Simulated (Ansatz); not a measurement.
Cost and result for the atomization energy of AlBrFH3Sn (7 atoms, 7 bonds).

Z-matrix (Å, degrees):
```
Sn
Al 1 2.725
Br 1 2.837 2 51.6
F 1 1.929 2 117.0 3 82.6
H 1 1.727 2 136.4 3 -56.4
H 2 1.574 1 110.7 3 -106.1
H 2 1.577 1 110.4 3 105.4
```

Total charge 0; spin multiplicity 1. Correlated methods include outer-core shells of Br, Sn, which these sets cover unevenly. Scalar relativity is left out up to krypton. Sn: def2 effective core potential. The bonds changed during the relaxation, so this is another structure than the one it started from. Geometry: relaxed with PBE0-D4/def2-TZVP. Program: Ansatz. All runs use 4 threads of a server CPU on a shared host. Times are those of one run each, without the atoms' runs, and a repeat can differ threefold. Electronic energies, without spin–orbit coupling; frozen cores. CCSD(T)/CBS adds CCSD(T) − MP2 in def2-TZVPP to the MP2 limit, and its time is that of the two runs behind it. T1 = 0.013. With those shells the extrapolation isn't a true limit. B3LYP takes the VWN-RPA correlation (the form of Gaussian; ORCA's B3LYP/G). HSE06 is the plane-wave form, built on full-range PBE exchange.

CCSD(T)/CBS is a level of theory with its own doubt, some kJ/mol a heavy atom from the limit and from the frozen cores, so smaller differences don't rank the functionals.

| level | functions | wall time |
| --- | --- | --- |
| LDA (SPW92)/def2-TZVPP | 213 | 1.8 s |
| revPBE-D4/def2-TZVPP | 213 | 2.3 s |
| BHLYP-D4/def2-TZVPP | 213 | 3.7 s |
| HSE06-D4/def2-TZVPP | 213 | 4 s |
| CAM-B3LYP-D4/def2-TZVPP | 213 | 4.3 s |
| r2SCAN-D4/def2-TZVPP (with forces) | 213 | 4.5 s |
| B3LYP-D4/def2-TZVPP (with forces) | 213 | 5.5 s |
| B2PLYP/def2-TZVPP | 213 | 8.5 s |
| ωB97X-V/def2-TZVPP | 213 | 9.5 s |
| CCSD(T)/def2-SVP | 105 | 10 s |
| MP2/def2-QZVPP | 388 | 23 s |
| CCSD(T)/def2-TZVPP | 213 | 2.9 min |
| CCSD(T)/CBS(def2) | – | 3.3 min |

What atomization energy does each give, and how far from CCSD(T)/CBS? (Estimate.)

Ansatz gave: 
```tsv
level	atomization (kJ/mol)	difference from CCSD(T)/CBS	per bond
LDA (SPW92)/def2-TZVPP	2056.6	221.6	31.7
revPBE-D4/def2-TZVPP	1760.3	-74.7	-10.7
BHLYP-D4/def2-TZVPP	1736.4	-98.6	-14.1
HSE06-D4/def2-TZVPP	1772.2	-62.8	-9.0
CAM-B3LYP-D4/def2-TZVPP	1791.3	-43.7	-6.2
r2SCAN-D4/def2-TZVPP (with forces)	1819.1	-15.9	-2.3
B3LYP-D4/def2-TZVPP (with forces)	1783.9	-51.1	-7.3
B2PLYP/def2-TZVPP	1761.7	-73.3	-10.5
ωB97X-V/def2-TZVPP	1817.8	-17.2	-2.5
CCSD(T)/def2-SVP	1652.6	-182.4	-26.1
MP2/def2-QZVPP	1821.6	-13.4	-1.9
CCSD(T)/def2-TZVPP	1755.4	-79.6	-11.4
CCSD(T)/CBS(def2)	1835.0	0.0	0.0
```

From BLYP to BHLYP (50 % exact exchange), in def2-TZVPP and without D4, the atomization energy moves by −40.7 kJ/mol: exact exchange takes away binding that semilocal exchange gives to molecules. In def2-TZVPP, CCSD(T) changes the Hartree–Fock value by +482.3 kJ/mol (the triples alone add +33.7 kJ/mol) and MP2 by +500.4 kJ/mol; breaking electron pairs costs correlation energy, which Hartree–Fock lacks. The D4 term adds +29.9 kJ/mol with B3LYP and +15.7 kJ/mol with PBE0; it sums over pairs of atoms, weighted by their polarisabilities, and B3LYP, whose exchange is more repulsive, gets the larger term.

Spin–orbit coupling would lower the free Sn atoms strongly, and the atomization energy with them, by more than many differences here. For some Ge, Se and Sn compounds the MP2-based and the directly extrapolated limit differ by 10 to 25 kJ/mol.
